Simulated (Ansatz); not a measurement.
`C=C[SiH](S)Cl` → `C=CCl` + `[SiH]S` at 298.15 K and 1 bar (silylene formation by 1,1-elimination).

Gas-phase electronic energies from Ansatz, PBE0-D4/def2-TZVP geometries. CCSD(T)/CBS adds triple-zeta CCSD(T) − MP2 to the extrapolated MP2 energy (def2 sets, frozen cores). This one scheme is used for every species. One conformer a species, not always the lowest.

```tsv
species	CCSD(T)/CBS energy (Eh)	H − E (kJ/mol)	S (J/(mol·K))
`C=C[SiH](S)Cl`	-1225.81243	187.8	359.7
`C=CCl`	-537.65823	124.1	263.4
`[SiH]S`	-688.02937	55.9	256.4
```

H − E and S are ideal-gas, rigid-rotor, harmonic terms from PBE0-D4/def2-TZVP, for one conformer and one mirror image of each species. 1 Eh = 2625.50 kJ/mol, R = 8.31446 J/(mol·K).

Question: By hand: ΔE, ΔH, ΔS and ΔG.

Answer: ΔE = (-537.65823) + (-688.02937) − (-1225.81243) = 0.12483 Eh = 327.7 kJ/mol. Δ(H − E) = 124.1 + 55.9 − 187.8 = -7.8, so ΔH = 319.9 kJ/mol. ΔS = 263.4 + 256.4 − 359.7 = 160.1 J/(mol·K). ΔG = 319.9 − 298.15 × (160.1)/1000 = 272.2 kJ/mol.

Question: By hand: the equilibrium constant, and the temperature at which ΔG would vanish if ΔH and ΔS stayed fixed.

Answer: log₁₀ K = −ΔG/(RT ln 10) = -47.7. ΔG = 0 at ΔH/ΔS = 1998 K.

The number of gas molecules changes by +1, which sets the sign of ΔS. A doubt of 5 kJ/mol in ΔE shifts log₁₀ K by 0.9 here. Other conformers and mirror images would add mixing entropy, several J/(mol·K) or more a flexible species. These are equilibria of isolated gas molecules and say nothing of rates. Largest T1 diagnostic: 0.016 (customary marks: 0.02 for closed shells, 0.045 for open ones).
